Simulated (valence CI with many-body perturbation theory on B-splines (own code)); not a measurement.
Os LVI: what each term of the Hamiltonian does

Computed by configuration interaction combined with many-body perturbation theory (CI+MBPT): three valence electrons over a frozen Dirac-Fock core [Ar], radial functions for each j: 9 s, 9 p, 10 d, 8 f, 5 g, 3 h, 1 i, with the one-electron correlation potential Σ1, the two-electron term Σ2, the three-electron term Σ3, Breit, model QED; selected CI, second order for the rest (own B-spline code, finite nucleus).

No measured spectrum was set against this ion. As an estimate, large intervals hold to a few tenths of a per cent, small ones and those within an open d or f shell to about a per cent. The list stops below the first excitations out of the core. Only levels of the ground parity were solved; by the run's estimate the other parity begins above the list, which can be wrong where configurations are misplaced.

Each rung adds one term. CI alone is the Dirac-Coulomb CI over the frozen core; QED comes last and gives the full result, which names the levels. Energies are above (3d3/2^3) J=3/2 on the same rung, in cm⁻¹.

Levels are named by their leading jj configuration (3d3/2^4 stands for four electrons in 3d with j = 3/2), which in mixed levels can hold well under half, so a name can repeat and another be missing. Letters in brackets count levels of one name in rising energy.

```tsv
Level	CI alone	+ Σ1	+ Σ2	+ Σ3	+ Breit	Full
(3d3/2^2 3d5/2) J=5/2 [a]	616009	618299	622458	622597	605485	607289
(3d3/2^2 3d5/2) J=3/2	667610	669897	670754	671918	657600	659383
(3d3/2^2 3d5/2) J=9/2	711628	713954	718162	718046	687428	689229
(3d3/2^2 3d5/2) J=7/2	710982	713339	715996	716003	689762	691590
(3d3/2^2 3d5/2) J=1/2	716693	719012	717603	719093	702531	704325
(3d3/2^2 3d5/2) J=5/2 [b]	917215	919690	915987	916428	900346	902211
(3d3/2 3d5/2^2) J=7/2 [a]	1307450	1312030	1318440	1318630	1282850	1286450
(3d3/2 3d5/2^2) J=9/2	1353730	1358360	1365100	1365430	1321550	1325170
(3d3/2 3d5/2^2) J=3/2 [a]	1388590	1393220	1395100	1394940	1365940	1369550
(3d3/2 3d5/2^2) J=1/2	1415560	1420220	1420300	1422000	1390560	1394170
(3d3/2 3d5/2^2) J=11/2	1439510	1444170	1450740	1451110	1400050	1403660
(3d3/2 3d5/2^2) J=5/2 [a]	1428950	1433550	1434010	1433970	1402200	1405770
(3d3/2 3d5/2^2) J=5/2 [b]	1509040	1513760	1513040	1512890	1477940	1481580
(3d3/2 3d5/2^2) J=7/2 [b]	1514500	1519180	1518990	1519640	1479670	1483260
(3d3/2 3d5/2^2) J=3/2 [b]	1677560	1682380	1677700	1678260	1650900	1654560
```

Problem. How does the ionisation energy move along the ladder, and which term matters most?

Solution. CI alone 5418.1, + Σ1 5420.8, + Σ2 5427.0, + Σ3 5427.1, + Breit 5421.7, + QED 5422.0 eV. The largest step is Σ2, 6.2 eV. NIST lists 5421 ± 5 eV (theoretical).
